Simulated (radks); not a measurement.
Pb LV, 28 electrons, occupied as [Ar] 3d10 (the NIST ground configuration). Calculated with a radial shooting solver on a logarithmic mesh with Libxc functionals: Dirac Kohn-Sham, PBE, spin-unpolarised, spherical densities, point nucleus.

Spin-orbit splittings of the eigenvalues, e(l+1/2) - e(l-1/2), with zeta = 2 splitting/(2l+1) and mean radii in bohr:

shell  occ.  splitting (eV)  zeta (eV)  <r> j=l-1/2  <r> j=l+1/2
2p        6            2203       1469      0.05472      0.06358
3p        6               ?          ?       0.1606       0.1755
3d       10           112.0      44.80       0.1518       0.1563

Estimate the 3p splitting.

Answer. 516.2 eV (zeta = 344.1 eV).
